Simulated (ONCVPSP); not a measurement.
## technetium: one change to an ONCV potential, before and after

```
Element                 : Tc (Z = 43)
Generator               : ONCVPSP 4.0.1
Type                    : optimised norm-conserving Vanderbilt (ONCV)
Functional              : LDA (Perdew-Wang 92)
Relativity              : scalar-relativistic
Frozen core             : [Ar] 3d10
Valence charge          : 15
Reference configuration : 4s2 4p6 4d5 5s1.5 (charge +0.5)
Partial waves           : 4s+5s: rc 1.95 bohr, ncon 4, nbas 8, qcut 5.4 1/bohr, 2 projectors; 4p: rc 1.85 bohr, ncon 4, nbas 7, qcut 8.8 1/bohr, 1 projector; 4d: rc 2.40 bohr, ncon 4, nbas 9, qcut 5.3 1/bohr, 2 projectors, debl 3.3 Ha
Local potential         : polynomial inside 1.55 bohr (lpopt 5, dvloc0 0 Ha)
Core correction         : Teter function, fcfact 3.75, rcfact 1.5
```

Change: fully relativistic.

Cutoffs: the cutoffs (Ha) at which the residual kinetic energy of the hardest occupied pseudo-wave falls to 1 and 0.1 mHa per electron; they do not see the model core or the augmentation charge, which bear on the density cutoff. Errors are all-electron minus pseudo energies relative to the spin-unpolarised reference configuration.

Predict the effect on cutoff, ghosts and configuration errors.

The potential gets neither clearly harder nor softer (13 Ha and 17 Ha → 14 Ha and 18 Ha); of the 4 tests that both files solve, the error grows in 0 and shrinks in 3 by more than 15 % and 0.3 meV (median size 4.3 → 2.3 meV); neither file shows a bound ghost.

```csv
quantity,base,changed
"cutoff, loose",13 Ha,14 Ha
"cutoff, tight",17 Ha,18 Ha
loose cutoff by channel,"s 9.1 Ha, p 13 Ha, d 12 Ha","s 9.1 Ha, p 14 Ha, d 12 Ha"
bound ghosts,none,none
GHOST(+) flags under 300 eV,none,none
"error for 4s2 4p6 4d5 5s2, meV [ΔE -3.40 eV]",+0.5,0.0
"error for 4s2 4p6 4d5 5s1, meV [ΔE 5.02 eV]",-1.0,-0.2
"error for 4s2 4p6 4d5 5s0, meV [ΔE 20.22 eV]",-7.6,-4.5
"error for 4s2 4p6 4d4 5s2 5p1, meV [ΔE 3.21 → 3.20 eV]",+66,+62
s: phases at 1.97 bohr within 0.05 rad from the reference energy up to (Ha; the scan ends near 5),4.3,4.3
"rms error of d²Exc/dni dnj with the model core, mHa",1.46,3.46
```
